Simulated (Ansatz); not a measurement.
`C[SiH](O)F` + Cl• → `C[Si](O)F`• + HCl  (hydrogen abstraction from the Si–H bond)

Calculated with Ansatz (gas phase, PBE0-D4/def2-TZVP geometries, no zero-point term in ΔE). CCSD(T)/CBS adds triple-zeta CCSD(T) − MP2 to the extrapolated MP2 energy (def2 sets, frozen cores). This one scheme is used for every species, atoms too. DFT in def2-TZVPP. HSE06 is defined as in plane-wave codes. Open shells (•) are unrestricted, without spin–orbit coupling. Spin–orbit coupling would lower the free atoms: a little for Cl. One conformer a species, not always the lowest.

(1) Is it downhill or uphill in electronic energy at CCSD(T)/CBS, and by how much? (An estimate is asked.)

(2) What do these levels give: PBE-D4, revPBE-D4, BLYP-D4, r2SCAN-D4, r2SCANh-D4, HSE06, CAM-B3LYP, LC-ωPBE, RPA@PBE/def2-TZVPP, MP2/def2-SVP, CCSD(T)/def2-SVP, HF/CBS(def2)? (Best estimate.)

(3) What do rigid-rotor, harmonic-oscillator terms from PBE0-D4/def2-TZVP frequencies (298.15 K, 1 bar) make of the CCSD(T)/CBS value? (Estimate.)

Largest T1 diagnostic among the species: 0.013.

## Answers

(1) The calculation gave: Downhill: ΔE = -0.28 eV.

(2) Computed: PBE-D4 -0.58, revPBE-D4 -0.52, BLYP-D4 -0.40, r2SCAN-D4 -0.47, r2SCANh-D4 -0.42, HSE06 -0.43, CAM-B3LYP -0.26, LC-ωPBE -0.33, RPA@PBE/def2-TZVPP -0.01, MP2/def2-SVP -0.13, CCSD(T)/def2-SVP -0.04, HF/CBS(def2) 0.16 eV.

(3) The calculation gave: ΔZPE = -0.07 eV, ΔH = -0.32 eV, ΔS = 24 J/(mol·K), ΔG = -0.39 eV. Open shells count their whole term as degenerate.

At CCSD(T), def2-SVP lies +0.24 eV from the extrapolated value and def2-TZVPP +0.07 eV. From BLYP to BHLYP (50 % exact exchange), in def2-TZVPP and without D4, ΔE moves by +0.30 eV. Leaving LDA and LC-ωPBE aside and taking each functional with its dispersion term where it has one, the values, not all of them listed here, spread over 0.48 eV, from PBE-D4 to BHLYP-D4. LDA lies −0.19 eV from PBE without D4.
